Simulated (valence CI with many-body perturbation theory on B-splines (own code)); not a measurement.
**E1 transitions of Ce25+**

Level of theory: relativistic CI+MBPT: five valence electrons over a frozen Dirac-Fock core [Ar] 3d10, a basis of 9 s, 9 p, 8 d, 6 f, 3 g, 1 h functions for each j, with the one-electron correlation potential Σ1 (screened to all orders), the two-electron term Σ2, the three-electron term Σ3, Breit, model QED; selected single and double excitations, second order for the rest (own B-spline code, finite nucleus).

No measured spectrum was set against this ion. As an estimate, levels hold to about 250 cm⁻¹ or 0.2 % of their energy and the worst to 1 %, as in measured heavy ions of charge 2 to 7; those with d or f electrons hold less well. Among the levels kept, up to 270 cm⁻¹ of a level comes from second order outside the variational space, and about a tenth of that is noise between levels of different J, which matters for small intervals.

Lines 51 to 100 of 186 in falling wavelength, among levels below 1480800 cm⁻¹, chosen from the strongest by gf and those to the six lowest levels. Wavelengths and rates use the calculated energies, so an error of 2000 cm⁻¹ moves a line at 18.09 nm by 0.36 % and its rate by three times that or more. Electric multipoles are in the length gauge, E1 and E2 with the static RPA response of the core. Weak lines are less certain than strong ones. Lines between different terms over intervals too small for the method are left out, as are lines whose strength nearly cancels. The highest levels of a list are the least certain.

Levels are named by their leading jj configuration (3d3/2^4 stands for four electrons in 3d with j = 3/2), which in mixed levels can hold well under half, so a name can repeat and another be missing. Letters in brackets count levels of one name in rising energy.

```tsv
λ vac (nm)	Upper	Lower	A (s⁻¹)	S (a.u.)
18.09	(4s^2 4p1/2 4p3/2 4d3/2) J=5/2 [a]	(4s^2 4p3/2^3) J=3/2	1.16e+08	2.04e-03
18.04	(4s 4p1/2^2 4p3/2^2) J=1/2	(4s^2 4p1/2 4p3/2^2) J=3/2	2.37e+08	1.37e-03
17.93	(4p1/2^2 4p3/2^3) J=3/2	(4s 4p1/2 4p3/2^3) J=3/2 [a]	3.54e+09	4.03e-02
17.88	(4s 4p1/2^2 4p3/2 4d3/2) J=7/2	(4s^2 4p1/2^2 4d5/2) J=5/2	6.72e+08	1.52e-02
17.57	(4s^2 4p1/2^2 4d3/2) J=3/2	(4s^2 4p1/2 4p3/2^2) J=1/2	2.51e+07	2.69e-04
17.52	(4s^2 4p1/2 4p3/2 4d3/2) J=1/2 [a]	(4s^2 4p3/2^3) J=3/2	6.94e+08	3.68e-03
17.31	(4s 4p1/2^2 4p3/2 4d3/2) J=3/2 [a]	(4s 4p1/2 4p3/2^3) J=3/2 [a]	8.62e+08	8.82e-03
17.00	(4s^2 4p1/2 4p3/2 4d3/2) J=3/2 [a]	(4s^2 4p3/2^3) J=3/2	3.02e+09	2.93e-02
16.48	(4s^2 4p1/2^2 4d3/2) J=3/2	(4s^2 4p1/2 4p3/2^2) J=5/2	2.09e+08	1.85e-03
16.45	(4s 4p1/2^2 4p3/2 4d3/2) J=3/2 [b]	(4s^2 4p1/2^2 4d5/2) J=5/2	1.07e+09	9.40e-03
16.44	(4s 4p1/2 4p3/2^3) J=3/2 [a]	(4s^2 4p1/2 4p3/2^2) J=1/2	6.57e+08	5.76e-03
16.39	(4s 4p1/2^2 4p3/2 4d3/2) J=5/2	(4s^2 4p1/2^2 4d3/2) J=3/2	5.34e+08	6.97e-03
16.21	(4s 4p1/2^2 4p3/2 4d3/2) J=3/2 [a]	(4s^2 4p1/2^2 4d3/2) J=3/2	2.67e+09	2.24e-02
15.94	(4s 4p1/2^2 4p3/2 4d3/2) J=3/2 [b]	(4s 4p1/2 4p3/2^3) J=3/2 [a]	4.05e+09	3.24e-02
15.78	(4s^2 4p1/2 4p3/2 4d5/2) J=5/2 [a]	(4s^2 4p3/2^3) J=3/2	1.04e+09	1.22e-02
15.72	(4s^2 4p1/2^2 4d3/2) J=3/2	(4s^2 4p1/2 4p3/2^2) J=3/2	2.66e+08	2.04e-03
15.57	(4s 4p1/2^2 4p3/2^2) J=5/2	(4s^2 4p1/2^2 4p3/2) J=3/2	6.87e+09	7.68e-02
15.56	(4s^2 4p1/2 4p3/2 4d5/2) J=3/2 [a]	(4s^2 4p3/2^3) J=3/2	8.73e+08	6.50e-03
15.48	(4s 4p1/2 4p3/2^3) J=3/2 [a]	(4s^2 4p1/2 4p3/2^2) J=5/2	2.02e+09	1.48e-02
15.03	(4s^2 4p1/2^2 4d5/2) J=5/2	(4s^2 4p1/2 4p3/2^2) J=5/2	3.86e+08	3.88e-03
15.00	(4s 4p1/2^2 4p3/2 4d3/2) J=3/2 [b]	(4s^2 4p1/2^2 4d3/2) J=3/2	1.45e+10	9.64e-02
14.95	(4s^2 4p1/2 4p3/2 4d3/2) J=5/2 [b]	(4s^2 4p3/2^3) J=3/2	5.83e+08	5.77e-03
14.81	(4s^2 4p1/2 4p3/2 4d3/2) J=1/2 [b]	(4s^2 4p3/2^3) J=3/2	8.63e+06	2.77e-05
14.81	(4s 4p1/2 4p3/2^3) J=3/2 [a]	(4s^2 4p1/2 4p3/2^2) J=3/2	2.82e+10	1.81e-01
14.76	(4s^2 4p1/2 4p3/2 4d3/2) J=3/2 [b]	(4s^2 4p3/2^3) J=3/2	2.31e+09	1.46e-02
14.73	(4p1/2^2 4p3/2^3) J=3/2	(4s 4p1/2^2 4p3/2^2) J=1/2	6.40e+08	4.04e-03
14.72	(4s 4p1/2 4p3/2^3) J=5/2	(4s^2 4p1/2 4p3/2^2) J=5/2	1.94e+10	1.83e-01
14.68	(4s 4p1/2 4p3/2^3) J=1/2	(4s^2 4p1/2 4p3/2^2) J=1/2	1.63e+10	5.10e-02
14.54	(4s 4p1/2 4p3/2^3) J=3/2 [b]	(4s^2 4p1/2 4p3/2^2) J=1/2	3.68e+09	2.23e-02
14.52	(4p1/2^2 4p3/2^3) J=3/2	(4s 4p1/2^2 4p3/2^2) J=3/2	1.65e+10	9.95e-02
14.39	(4s^2 4p1/2^2 4d5/2) J=5/2	(4s^2 4p1/2 4p3/2^2) J=3/2	8.08e+08	7.14e-03
14.31	(4s 4p1/2^2 4p3/2 4d3/2) J=3/2 [a]	(4s 4p1/2^2 4p3/2^2) J=1/2	2.74e+09	1.59e-02
14.25	(4s 4p1/2^2 4p3/2 4d3/2) J=1/2	(4s 4p1/2^2 4p3/2^2) J=3/2	2.47e+09	7.04e-03
14.22	(4s 4p3/2^4) J=1/2	(4s^2 4p3/2^3) J=3/2	3.81e+10	1.08e-01
14.11	(4s 4p1/2 4p3/2^3) J=5/2	(4s^2 4p1/2 4p3/2^2) J=3/2	2.50e+08	2.08e-03
14.11	(4s 4p1/2^2 4p3/2 4d3/2) J=3/2 [a]	(4s 4p1/2^2 4p3/2^2) J=3/2	2.94e+09	1.63e-02
14.00	(4s 4p1/2^2 4p3/2^2) J=3/2	(4s^2 4p1/2^2 4p3/2) J=3/2	3.63e+10	1.97e-01
14.00	(4s^2 4p1/2 4p3/2 4d5/2) J=3/2 [b]	(4s^2 4p3/2^3) J=3/2	8.41e+08	4.55e-03
13.87	(4s^2 4p1/2 4p3/2 4d5/2) J=5/2 [b]	(4s^2 4p3/2^3) J=3/2	7.21e+08	5.70e-03
13.81	(4s 4p1/2^2 4p3/2^2) J=1/2	(4s^2 4p1/2^2 4p3/2) J=3/2	3.65e+10	9.48e-02
13.79	(4s 4p1/2 4p3/2^3) J=3/2 [b]	(4s^2 4p1/2 4p3/2^2) J=5/2	3.50e+10	1.81e-01
13.44	(4s^2 4p1/2 4p3/2 4d3/2) J=1/2 [a]	(4s^2 4p1/2 4p3/2^2) J=1/2	1.06e+10	2.54e-02
13.37	(4s 4p1/2 4p3/2^3) J=1/2	(4s^2 4p1/2 4p3/2^2) J=3/2	3.88e+10	9.16e-02
13.34	(4s^2 4p1/2 4p3/2 4d5/2) J=1/2	(4s^2 4p3/2^3) J=3/2	2.53e+10	5.93e-02
13.25	(4s 4p1/2 4p3/2^3) J=3/2 [b]	(4s^2 4p1/2 4p3/2^2) J=3/2	3.29e+08	1.51e-03
13.19	(4s 4p1/2^2 4p3/2 4d3/2) J=3/2 [b]	(4s 4p1/2^2 4p3/2^2) J=3/2	2.04e+09	9.22e-03
13.14	(4p1/2^2 4p3/2^3) J=3/2	(4s 4p1/2^2 4p3/2^2) J=5/2	3.33e+09	1.49e-02
13.13	(4s^2 4p1/2 4p3/2 4d3/2) J=3/2 [a]	(4s^2 4p1/2 4p3/2^2) J=1/2	8.70e+09	3.89e-02
13.09	(4s^2 4p1/2 4p3/2 4d3/2) J=5/2 [a]	(4s^2 4p1/2 4p3/2^2) J=5/2	3.09e+09	2.05e-02
12.92	(4s 4p1/2^2 4p3/2 4d3/2) J=5/2	(4s 4p1/2^2 4p3/2^2) J=5/2	5.06e+09	3.24e-02
```
